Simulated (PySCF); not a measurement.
Labels have come off several samples. The candidates:

A. SMILES O[Si@H](O[SiH3])n1cccc1
B. SMILES N#CC(=C)CC
C. `C=C[C@@]1(C)CC[Si@H]1C#CC`

Spectrum 1. $^{13}$C{$^{1}$H} NMR (computed): δ 157.3 (CH), 117.9 (C), 110.5 (CH2), 83.9 (C), 41.3 (C), 37.0 (CH2), 21.7 (CH3), 9.3 (CH2), 6.1 (CH3).

Spectrum 2. $^{13}$C{$^{1}$H} NMR (computed): δ 137.6 (CH2), 133.8 (C), 123.4 (C), 35.2 (CH2), 16.8 (CH3).

Spectrum 3. $^{13}$C{$^{1}$H} NMR (computed): δ 124.0 (CH), 117.5 (CH).

Isolated molecule, rapidly exchanging positions averaged, one computed conformer, non-relativistic Hamiltonian. Coordinates at the GFN2-xTB level; spin–spin couplings from B3LYP/pcJ-1 (spin–dipole term left out of most H,H and C,H couplings); GIAO PBE0/pcSseg-1 shieldings; PySCF 2.14.

References, each an isolated molecule treated in the same way: TMS for $^{13}$C. Shifts are as computed. Against solution values, carbons near 30 ppm lie about +3 ppm off and those near 130 ppm about +5 ppm. Of 1211 compounds with measured shifts, 218 miss one by over three times the rms of a fit or turn the order of signals round; such compounds aren't used in these exercises.

Question: Which spectrum belongs to which compound?

Answer: 1–C, 2–B, 3–A.

- Spectrum 1 (C): 9 $^{13}$C signals; δC 157.3 is an alkene CH; δC 110.5 is a terminal =CH2 carbon.
- Spectrum 2 (B): 5 $^{13}$C signals; δC 137.6 is a terminal =CH2 carbon; δC 133.8 is a fully substituted alkene carbon.
- Spectrum 3 (A): 2 $^{13}$C signals; δC 124.0 is an aromatic CH next to a ring nitrogen; δC 117.5 is an aromatic CH.
